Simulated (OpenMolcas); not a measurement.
Ag4+ (d7) among equal point charges was computed by CASSCF with the d shell active (OpenMolcas, ANO-RCC-VDZP on the metal). Its lowest spin-free states, and all those of the highest spin:

```tsv
2S+1	Degeneracy	E (cm-1)
4	1	0.0
4	3	2105
4	3	3744
4	3	18647
2	2	18814
2	3	19084
2	1	19407
2	3	19955
2	3	24027
2	3	24459
2	2	25520
2	3	25704
```

Task: Is the site octahedral, tetrahedral or cube-like, axial, or of lower symmetry?

Result: The states with 2S+1 = 4 have orbital degeneracies 1, 3, 3, 3. Threefold states need a cubic site. For d7 at this spin an octahedron puts the threefold T1 below the threefold T2 and a tetrahedron or cube puts the single A2 below the threefold T2, so the site is a tetrahedron or a cube, which this pattern cannot tell apart. The first gap at this spin, 2100 cm-1, is |10Dq| in ligand-field theory. The run had Ag4+ among 8 point charges of -0.6 e arranged as a cube (Oh), 1.88 Å from the ion.

Spin-orbit coupling mixes the spin-free states strongly: the lowest level takes only 59 % from its leading state, 4A2. Without dynamic correlation the repulsion within the d shell is too large (B by tens of per cent), so at a given field states of lower spin stand too high. The ground term spreads over less than 5000 cm-1, several times less than with real ligands, so orbital moments are less quenched and χT lies further from the spin-only value than at real sites. Point charges carry no covalency, so the field is a model and not that of real ligands. No measured value stands beside these numbers.
